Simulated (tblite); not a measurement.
C5H9BCl2Si.
Atom-mapped SMILES: `[Cl:1][B:2]([Cl:3])[C:4]1=[CH:5][SiH2:6][CH2:7][CH2:8][CH2:9]1` (hydrogens: H10 on C5; H11, H12 on Si6; H13, H14 on C7; H15, H16 on C8; H17, H18 on C9)

Computed with GFN2-xTB (tblite), gas phase: L-BFGS steps from a force-field or distance-geometry start until the largest atomic force falls under 0.01 eV/Å.

Step 82: E = -745.5405 eV
```
atom  x, y, z in Å  |  force x, y, z in eV/Å
Cl1     3.5136   -1.6047    0.4279   -0.031  -0.008   0.002
B2      2.7515   -0.0843    0.1380   -0.037   0.001  -0.032
Cl3     3.7842    1.2636   -0.1603    0.010   0.021   0.010
C4      1.1998    0.0780    0.1432   -0.028   0.011   0.035
C5      0.6307    1.2948    0.0542    0.006  -0.008  -0.014
Si6    -1.2258    1.5926    0.1069    0.040  -0.014  -0.032
C7     -1.9753   -0.1482   -0.0571   -0.004   0.002  -0.016
C8     -0.9280   -1.1245   -0.5831    0.018   0.012   0.006
C9      0.3302   -1.1523    0.2854    0.024  -0.045  -0.004
H10     1.2797    2.1548   -0.0510    0.028  -0.023   0.002
H11    -1.5626    2.2113    1.3938   -0.038   0.013  -0.005
H12    -1.5977    2.4572   -1.0214   -0.006  -0.009   0.036
H13    -2.3394   -0.5088    0.9055   -0.007   0.013   0.024
H14    -2.8296   -0.1495   -0.7329   -0.057   0.011   0.005
H15    -0.6453   -0.8452   -1.6003    0.006  -0.006  -0.017
H16    -1.3506   -2.1331   -0.6221    0.016   0.032   0.016
H17     0.0427   -1.2595    1.3357   -0.019   0.022  -0.008
H18     0.9132   -2.0358    0.0259    0.079  -0.026  -0.009
```

Step 83: E = -745.5413 eV
```
atom  x, y, z in Å  |  force x, y, z in eV/Å
Cl1     3.5093   -1.6070    0.4214   -0.014  -0.007   0.001
B2      2.7508   -0.0846    0.1373   -0.034   0.021  -0.032
Cl3     3.7838    1.2661   -0.1564    0.001  -0.005   0.015
C4      1.1991    0.0776    0.1430   -0.017   0.016   0.035
C5      0.6305    1.2947    0.0540    0.009   0.004  -0.005
Si6    -1.2265    1.5932    0.1045    0.054  -0.019   0.008
C7     -1.9747   -0.1490   -0.0577   -0.016   0.025  -0.008
C8     -0.9274   -1.1264   -0.5817    0.012   0.015   0.000
C9      0.3316   -1.1539    0.2850    0.028  -0.041   0.008
H10     1.2826    2.1536   -0.0467    0.003  -0.032  -0.005
H11    -1.5669    2.2176    1.3891   -0.029  -0.006  -0.015
H12    -1.5992    2.4612   -1.0188   -0.010  -0.001   0.004
H13    -2.3400   -0.5063    0.9058   -0.001   0.008   0.021
H14    -2.8296   -0.1499   -0.7335   -0.042   0.004   0.009
H15    -0.6456   -0.8479   -1.5991    0.011  -0.006  -0.028
H16    -1.3501   -2.1345   -0.6197    0.009   0.020   0.017
H17     0.0464   -1.2618    1.3360   -0.024   0.023  -0.009
H18     0.9171   -2.0363    0.0258    0.060  -0.019  -0.016
```

Question: Estimate the geometry and energy of step 84. (The exact step hangs on the optimiser's Hessian estimate; all steps are aligned on step 83, rigid shifts and turns removed.)

Answer: E = -745.5420 eV, largest force 0.063 eV/Å
```
atom  x, y, z in Å  |  force x, y, z in eV/Å
Cl1     3.5054   -1.6098    0.4195   -0.008   0.010  -0.003
B2      2.7493   -0.0848    0.1370   -0.024   0.009  -0.019
Cl3     3.7816    1.2656   -0.1571    0.010  -0.008   0.015
C4      1.1981    0.0777    0.1455    0.002   0.012   0.015
C5      0.6303    1.2950    0.0568    0.011   0.008   0.004
Si6    -1.2264    1.5936    0.1020    0.043  -0.015   0.043
C7     -1.9738   -0.1492   -0.0567   -0.009   0.036  -0.002
C8     -0.9266   -1.1264   -0.5814    0.007   0.008  -0.010
C9      0.3336   -1.1557    0.2834    0.016  -0.016   0.008
H10     1.2849    2.1527   -0.0389   -0.008  -0.027  -0.010
H11    -1.5744    2.2254    1.3816   -0.020  -0.018  -0.017
H12    -1.5988    2.4606   -1.0197   -0.013   0.011  -0.029
H13    -2.3366   -0.5048    0.9082   -0.003   0.004   0.024
H14    -2.8311   -0.1505   -0.7299   -0.031  -0.002   0.008
H15    -0.6466   -0.8484   -1.5994    0.014  -0.005  -0.028
H16    -1.3495   -2.1340   -0.6184    0.002   0.004   0.013
H17     0.0496   -1.2651    1.3339   -0.029   0.009   0.005
H18     0.9223   -2.0355    0.0218    0.040  -0.018  -0.017
```

The energy changes by -0.0007 eV. The first-order estimate −F·Δx gives -0.0010 eV and the mean of the old and new forces, exact on a quadratic surface, -0.0007 eV. The step makes an angle of 72° with the force vector and moves no atom by more than 0.013 Å.

The cost below is that of the whole relaxation. Time: 2.5 s wall. Hardware: one thread of an Arm Neoverse N1, no GPU, on a shared host.
